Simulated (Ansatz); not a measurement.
Species: NbF (charge 0, quintet). The spin state was set by rule; other spins were not relaxed. 
Geometry from a B3LYP-D3(BJ)/def2-TZVP (Ansatz, a quantum-chemistry and plane-wave program) optimisation:
```
Nb
F 1 1.8876
```
Charge 0, spin multiplicity 5.

Total electronic energies in hartree. Correlated levels leave the core frozen unless marked. Open shells are spin-unrestricted. Spin-orbit coupling is left out. The frozen core is the preceding noble-gas configuration, with the filled d and f shells of earlier blocks. In def2 rows, elements after Kr have scalar-relativistic effective core potentials. STO-3G rows are all-electron and non-relativistic. CBS(X,Y): correlation extrapolated as X^-3; Hartree-Fock from the larger set. The bracket is a focal-point correction in the basis named.

| level | program | energy (Eh) |
|---|---|---|
| HF/def2-TZVPP | Ansatz | -155.88591 |
| HF/def2-TZVPPD | Ansatz | -155.88665 |
| HF/def2-QZVPP | Ansatz | -155.89221 |
| revPBE-D3(BJ)/def2-TZVPD | Ansatz + dftd3 | -156.82992 |
| revPBE-D4/def2-TZVPD | Ansatz + dftd4 | -156.83172 |
| B3LYP-D3(BJ)/def2-TZVPD | Ansatz + dftd3 | -156.82940 |
| PBE0/def2-QZVPP | Ansatz | … |
| BHLYP-D4/def2-TZVPD | Ansatz + dftd4 | -156.67783 |
| PBE-QIDH/def2-TZVPD | Ansatz | -156.53253 |
| RPA@PBE/def2-QZVPP | Ansatz | -156.45509 |
| MP2/def2-SVP | Ansatz | -155.98260 |
| MP2/CBS(def2-TZVPPD,def2-QZVPPD) | Ansatz | -156.2658 |
| RI-MP2/CBS(def2-TZVPP,def2-QZVPP) | Ansatz | -156.2665 |
| SCS-MP2/STO-3G | Ansatz | -3814.05915 |
| SCS-MP2/def2-QZVPPD | Ansatz | -156.21452 |
| CCSD/def2-SVP | Ansatz | -155.98991 |
| CCSD/def2-SVPD | Ansatz | -156.01107 |
| CCSD(T)/STO-3G | Ansatz | -3814.07650 |
| CCSD(T)/def2-SVPD | Ansatz | -156.01846 |
| CCSD(T)/def2-TZVPP | Ansatz | -156.22661 |
| RI-MP2/CBS(def2-TZVPPD,def2-QZVPPD)+[CCSD(T)-MP2]/def2-SVPD | Ansatz | -156.2797 |
| CCSD(T)/CBS(def2-TZVPP,def2-QZVPP) | Ansatz | -156.2827 |
| CCSD(T)/CBS(def2-TZVPPD,def2-QZVPPD) | Ansatz | -156.2818 |

**Question.** Fill in the missing entries.

**Answer.** 
- PBE0/def2-QZVPP, energy (Eh): -156.71470
